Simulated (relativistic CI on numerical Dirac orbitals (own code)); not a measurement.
# Co⁴⁺: resonant inelastic scattering at the L2,3 edge

Computed with this model: Dirac-Coulomb-Breit CI, KLI orbitals optimised for each configuration, a model potential for QED, valence Slater integrals scaled by 0.8, Kramers-Heisenberg scattering through one core-hole configuration in a parametric crystal field; configurations [Ar] 3d5 → [He] 2s2 2p5 3s2 3p6 3d6; 80 K; core-hole width 0.6 eV; summed over polarisations. Incident energies are the highest absorption maxima for each field (at most a few, so the weaker spin-orbit partner edge can be absent), on the computed scale of the free ion. Intensities are in per cent of the strongest line above 0.02 eV; levels within 1 cm⁻¹ are merged; final levels count from the ground level, the first row holds all elastic scattering, lines under 0.4 are left out and each table stops after 24 rows. The scale of the Slater integrals is a model choice and moves the terms in proportion.

Field parameters in Wybourne normalisation: D3d B²₀ = −7Dσ, B⁴₀ = −14Dq − 21Dτ, B⁴₃ = −14√(10/7) Dq. The field is a parameter set, without covalency.

S is read from ⟨S²⟩ = S(S + 1).

D3d, 10Dq = 31850, Dσ = -1200, Dτ = 210 cm⁻¹:

```tsv
Final level (eV)	Degeneracy	Irrep	S	786.3 eV	788.4 eV	802.4 eV
0.000	2	Γ4	0.51	117.6	306.7	181.2
0.133	2	Γ4	0.51	4.4	50.2	14.7
0.166	2	Γ5+Γ6	0.51	5.1	48.9	11.8
1.064	2	Γ4	2.46	0.9	2.3	0.6
1.064	2	Γ5+Γ6	2.46	1.9	1.9	0.5
1.065	2	Γ4	2.46	5.2	1.3	2.7
1.580	2	Γ5+Γ6	1.52	2.6	4.7	6.1
1.590	2	Γ4	1.53	5.8	4.6	8.5
1.623	2	Γ4	1.54	4.0	6.3	7.0
1.627	2	Γ5+Γ6	1.53	4.3	2.9	4.8
1.634	2	Γ4	1.51	6.2	4.5	9.1
1.649	2	Γ4	1.51	4.5	7.7	6.9
2.514	2	Γ4	1.50	3.4	12.0	10.8
2.516	2	Γ5+Γ6	1.50	5.1	12.1	14.7
2.715	2	Γ4	1.50	3.0	15.1	9.8
2.718	2	Γ5+Γ6	1.50	3.3	14.4	13.2
2.723	2	Γ4	1.50	5.5	4.4	11.2
2.728	2	Γ4	1.50	4.2	4.8	11.9
3.499	2	Γ4	0.51	6.5	7.9	22.9
3.531	2	Γ4	0.51	5.9	8.0	17.0
3.552	2	Γ5+Γ6	0.51	6.9	9.0	28.3
3.621	2	Γ4	0.50	4.2	1.3	5.6
3.886	2	Γ4	0.51	5.6	15.1	100.0
3.908	2	Γ4	0.51	4.4	20.3	14.3
```

D3d, 10Dq = 31850, Dσ = -860, Dτ = 210 cm⁻¹:

```tsv
Final level (eV)	Degeneracy	Irrep	S	786.3 eV	788.3 eV	802.4 eV
0.000	2	Γ4	0.51	150.2	392.6	234.5
0.141	2	Γ5+Γ6	0.51	6.9	58.3	17.8
0.161	2	Γ4	0.51	6.2	64.7	15.0
1.051	2	Γ4	2.46	2.2	3.5	1.4
1.052	2	Γ5+Γ6	2.46	2.0	3.4	0.6
1.052	2	Γ4	2.47	5.4	2.5	2.8
1.606	2	Γ5+Γ6	1.51	2.8	6.8	6.3
1.612	2	Γ4	1.55	1.6	7.8	4.1
1.616	2	Γ4	1.51	6.0	5.2	11.1
1.617	2	Γ5+Γ6	1.53	6.1	3.7	7.0
1.622	2	Γ4	1.53	13.6	4.9	17.4
1.634	2	Γ4	1.51	5.0	10.9	7.7
2.562	2	Γ4	1.50	3.2	12.3	13.4
2.564	2	Γ5+Γ6	1.50	6.5	13.8	17.1
2.676	2	Γ4	1.50	3.8	19.7	11.8
2.682	2	Γ5+Γ6	1.50	4.2	18.1	20.7
2.688	2	Γ4	1.50	7.6	6.4	15.4
2.695	2	Γ4	1.50	5.8	8.1	14.4
3.507	2	Γ4	0.51	8.2	8.4	25.9
3.540	2	Γ5+Γ6	0.51	8.6	11.8	36.6
3.540	2	Γ4	0.51	7.5	11.8	27.4
3.612	2	Γ4	0.50	5.5	1.1	3.0
3.879	2	Γ4	0.51	6.3	23.1	100.0
3.916	2	Γ4	0.51	7.4	22.5	50.1
```

D3d, 10Dq = 31850, Dσ = -510, Dτ = 210 cm⁻¹:

```
Final level (eV)  Degeneracy  Irrep     S  786.4 eV  788.4 eV  802.4 eV
           0.000           2     Γ4  0.51     158.7     462.7     257.7
           0.128           2  Γ5+Γ6  0.51       8.4      69.3      22.2
           0.213           2     Γ4  0.51      10.1      75.2      21.8
           1.053           2     Γ4  2.46       3.2       3.0       2.1
           1.054           2  Γ5+Γ6  2.47       2.1       2.8       0.6
           1.054           2     Γ4  2.47       4.7       2.3       2.7
           1.609           2     Γ4  1.52       1.9      10.8       4.2
           1.612           2  Γ5+Γ6  1.53       4.8       6.5       7.5
           1.617           2     Γ4  1.53      12.9       4.6      18.5
           1.625           2     Γ4  1.52       9.2       9.5      12.7
           1.647           2  Γ5+Γ6  1.52       6.8       6.4       8.7
           1.657           2     Γ4  1.52       5.9       8.4      12.0
           2.623           2     Γ4  1.50       3.0      14.0      15.5
           2.625           2  Γ5+Γ6  1.50       7.3      17.8      16.7
           2.657           2     Γ4  1.50       4.2      26.5      13.4
           2.665           2  Γ5+Γ6  1.50       5.3      20.7      28.4
           2.672           2     Γ4  1.50       9.7       7.8      18.4
           2.679           2     Γ4  1.50       8.1       8.9      14.0
           3.518           2     Γ4  0.51      11.9       9.8      27.3
           3.537           2  Γ5+Γ6  0.51      11.4      14.0      41.1
           3.559           2     Γ4  0.51      10.5      13.8      32.2
           3.621           2     Γ4  0.50       6.8       1.8       5.8
           3.872           2     Γ4  0.51       6.8      24.6     100.0
           3.929           2     Γ4  0.51       7.9      24.6      68.1
```

For the first field the strongest loss at the lowest incident energy is the level at 3.55 eV (S = 0.51, against 0.51 in the thermal ground state). Levels of other spin, the first over 8 % at 1.59 eV, appear because spin-orbit coupling of the core hole, and in heavier ions of the valence shell too, mixes spins.
